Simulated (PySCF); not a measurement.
**CBr: from constants to spectrum**

UHF-CCSD(T) constants of CBr, ²Π (doublet), unpaired electrons π ↑ (C def2-SVP, Br def2-SVP; no relativity (PySCF 2.14); masses 12.0000 and 78.9183 u):

```
ωe              : 725.8 cm⁻¹
ωexe            : 4.3 cm⁻¹
Be              : 0.48252 cm⁻¹
αe              : 0.00424 cm⁻¹
D (centrifugal) : 8.53e-07 cm⁻¹
De to C + Br    : 3.11 eV
```

Question: Give the vibrational terms G(v) and spacings up to v = 6.

Answer: G(v) = ωe(v+½) − ωexe(v+½)².

| v | G(v) (cm⁻¹) | G(v) − G(v−1) | Bv (cm⁻¹) |
| --- | --- | --- | --- |
| 0 | 362 |  | 0.4804 |
| 1 | 1079 | 717 | 0.4762 |
| 2 | 1788 | 709 | 0.4719 |
| 3 | 2488 | 700 | 0.4677 |
| 4 | 3179 | 691 | 0.4634 |
| 5 | 3862 | 683 | 0.4592 |
| 6 | 4536 | 674 | 0.4550 |

Question: How well does the Morse estimate ωe²/(4ωexe) reproduce De, and what is D0?

Answer: It gives 3.80 eV, 122 % of the computed De. D0 = De − G(0) = 3.11 − 0.04 = 3.07 eV.

Correlated steps freeze 10 core orbitals. Correlated levels converge slowly with the basis: in double zeta they bind strong bonds too weakly, by up to about 1 eV, and carry superposition errors of some tenths. Spin–orbit coupling is left out. The state is the lowest determinant that a PBE0 search found; another state may lie lower at other levels.
